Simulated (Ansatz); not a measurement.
System: BH$_{2}$Se$_{2}$, charge 0, doublet. BH2Se2 (SMILES [SeH][B][SeH], doublet).
B3LYP-D3(BJ)/def2-TZVP minimum from Ansatz (a program for electronic structure):
```xyz
5

B      0.6122    -0.3514     0.0498
Se    -0.4604    -0.3886     1.6238
H      0.4623    -1.2069     2.4334
Se     0.3845     0.4438    -1.6596
H     -0.9420     1.0865    -1.4656
```
Charge 0, spin multiplicity 2.

Wanted: atomisation energy (electronic, to ground-state atoms), in kcal/mol. Radicals and triplets start from unrestricted determinants; spin-orbit coupling is neglected. Correlated methods leave the cores frozen (noble-gas shells, and filled d and f shells in the p block). No relativity. CBS(X,Y): correlation extrapolated as X^-3, Hartree-Fock from the larger set. A bracket is a step between two methods taken in the basis named. Where a partner has so few electrons that a lower coupled-cluster level is exact, that level stands in.

CCSD(T)/CBS(cc-pVTZ,cc-pVQZ) + [CCSDT(Q) - CCSD(T)]/cc-pVDZ (Ansatz) gives 311.1 kcal/mol.

Problem. How far off this value is PBE/def2-TZVPD (Ansatz), in which direction, and how far these levels: r2SCAN/def2-TZVPD, B3LYP/def2-TZVPD, wB97M-V/def2-TZVPD, CCSD(T)/CBS(cc-pVTZ,cc-pVQZ)?

Solution. PBE gives 325.9 kcal/mol, 14.8 kcal/mol above it. Differences of the others: r2SCAN/def2-TZVPD (Ansatz) 14.5; B3LYP/def2-TZVPD (Ansatz) -0.6; wB97M-V/def2-TZVPD (Ansatz) -1.2; CCSD(T)/CBS(cc-pVTZ,cc-pVQZ) (Ansatz) -0.7 kcal/mol.
